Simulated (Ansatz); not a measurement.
The cluster Cu₄⁻. Total charge -1; doublet. Geometry r2SCAN-D4/def2-SVPD.

Cartesian coordinates in Å:
```
Cu 1.393 -1.106 0.767
Cu 1.225 -0.424 -1.436
Cu -0.329 0.269 0.114
Cu -2.289 1.261 0.556
```

At PBE-D4/def2-TZVPD, revPBE-D4/def2-TZVPD, r2SCAN-D4/def2-TZVPD the highest occupied level of the charge -1 doublet lies above zero (up to 0.42 eV). The electron is either unbound and held by the finite basis, or the level is raised by self-interaction error. Another isomer (doublet) lies 0.28 eV lower at PBE0-D4/def2-TZVPD; other spin states weren't run for this one.

Problem. Estimate the α-spin orbital energies around the gap (eV) in Ansatz with PBE-D4/def2-TZVPD, revPBE-D4/def2-TZVPD, r2SCAN-D4/def2-TZVPD, PBE0-D4/def2-TZVPD.

Solution. 
| orbital | PBE-D4/def2-TZVPD | revPBE-D4/def2-TZVPD | r2SCAN-D4/def2-TZVPD | PBE0-D4/def2-TZVPD |
| --- | --- | --- | --- | --- |
| HOMO−9 | -1.01 | -0.93 | -1.11 | -2.87 |
| HOMO−8 | -0.98 | -0.90 | -1.08 | -2.84 |
| HOMO−7 | -0.94 | -0.86 | -1.04 | -2.84 |
| HOMO−6 | -0.76 | -0.68 | -0.84 | -2.65 |
| HOMO−5 | -0.75 | -0.67 | -0.83 | -2.65 |
| HOMO−4 | -0.71 | -0.62 | -0.76 | -2.41 |
| HOMO−3 | -0.62 | -0.53 | -0.69 | -2.34 |
| HOMO−2 | -0.58 | -0.50 | -0.66 | -2.27 |
| HOMO−1 | -0.55 | -0.47 | -0.64 | -1.13 |
| HOMO | 0.36 | 0.42 | 0.14 | -0.07 |
| LUMO | 1.25 | 1.33 | 1.34 | 1.88 |
| LUMO+1 | 1.86 | 1.93 | 1.98 | 2.41 |
| LUMO+2 | 2.37 | 2.41 | 2.55 | 2.86 |
| LUMO+3 | 2.56 | 2.62 | 2.75 | 3.06 |
| LUMO+4 | 2.87 | 2.91 | 3.15 | 3.35 |
| LUMO+5 | 3.02 | 3.06 | 3.30 | 3.54 |
| β HOMO | -0.46 | -0.37 | -0.51 | -1.07 |
| β LUMO | 0.98 | 1.08 | 1.28 | 1.80 |
